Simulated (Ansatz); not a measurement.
Relaxing a trial structure of H3InSi2Sn+

The starting geometry of this gas-phase doublet was optimised with GFN2-xTB.

```xyz
7

In   -2.5956   -0.1287   -1.0909
Si   -0.2563    1.4108    2.0189
Si   -0.1878    1.8617   -1.1823
Sn    1.2568    3.0337    0.5745
H     0.4530    0.2275    2.5160
H    -1.4659    0.7561    1.3151
H    -0.8788    2.0477    3.1798
```

Task: Where would you expect an optimisation with B3LYP-D3(BJ)/def2-SVP to take it?

Result: A new bond forms, giving a structure given below by its coordinates. Distances that change by over a tenth: Si2–Sn4 (2.65 → 3.07 Å). Contacts that close: Si2–Si3 (3.23 → 2.39 Å).

The energy falls by 0.82 eV over 41 steps:

```tsv
step	E − E(last) (eV)
1	0.818
5	0.182
10	0.087
14	0.073
19	0.068
23	0.065
28	0.047
32	0.004
37	0.000
41	0.000
```

Final geometry (Å):

```xyz
7

In   -1.8625   -0.2767   -2.2575
Si   -0.5941    1.0938    1.8995
Si   -0.4503    1.6306   -0.4209
Sn    0.8890    3.5168    0.7377
H     0.1116   -0.1598    2.2787
H    -1.9661    1.2003    2.4646
H     0.1979    2.2038    2.6292
```

Frequencies at the end are all real (lowest 29 cm⁻¹). Open shells are spin-unrestricted. Atoms past krypton carry core potentials, without spin–orbit terms. Run with Ansatz 0.2.0, 5 min on 2 threads of Intel(R) Xeon(R) Platinum 8259CL CPU @ 2.50GHz (Skylake/Cascade Lake) (shared host).
